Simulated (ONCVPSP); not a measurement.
# Reading a pseudo-wave (boron (B))

Columns: radius, all-electron u(r) and pseudo u(r) of the 2p shell (level -3.55 eV) of boron in the configuration [He] 2s2 2p1; Wu-Cohen, scalar-relativistic, ONCV scheme, ONCVPSP 4.0.1.

| r (bohr) | all-electron | pseudo |
| --- | --- | --- |
| 0.192 | 0.0813 | 0.0226 |
| 0.385 | 0.2216 | 0.0877 |
| 0.578 | 0.3523 | 0.1856 |
| 0.770 | 0.4565 | 0.3016 |
| 0.962 | 0.5343 | 0.4203 |
| 1.155 | 0.5865 | 0.5272 |
| 1.348 | 0.6158 | 0.6105 |
| 1.540 | 0.6266 | 0.6636 |
| 1.732 | 0.6233 | 0.6862 |
| 1.925 | 0.6097 | 0.6813 |
| 2.118 | 0.5885 | 0.6547 |
| 2.310 | 0.5623 | 0.6143 |
| 2.502 | 0.5327 | 0.5676 |
| 2.695 | 0.5009 | 0.5203 |
| 2.888 | 0.4680 | 0.4768 |
| 3.080 | 0.4353 | 0.4383 |
| 3.272 | 0.4033 | 0.4039 |
| 3.465 | 0.3723 | 0.3724 |
| 3.658 | 0.3431 | 0.3431 |
| 3.850 | 0.3158 | 0.3158 |
| 4.043 | 0.2902 | 0.2902 |
| 4.235 | 0.2667 | 0.2667 |
| 4.428 | 0.2447 | 0.2447 |
| 4.620 | 0.2246 | 0.2246 |
| 4.812 | 0.2059 | 0.2059 |
| 5.005 | 0.1886 | 0.1886 |

Task: How many radial nodes do the two functions have?

Result: The all-electron 2p function has n − l − 1 = 0; the pseudo-wave has 0.

Task: At about which radius was the pseudo-wave matched?

Result: 3.85 bohr. The columns agree to 0.0005 from 3.46 bohr on; several derivatives are matched, so the curves merge somewhat inside the radius.

Task: Is the pseudo-wave norm-conserving?

Result: Yes: the ONCV scheme keeps the norm inside the radius equal to the all-electron one, which fixes the energy derivative of the logarithmic derivative at the level.
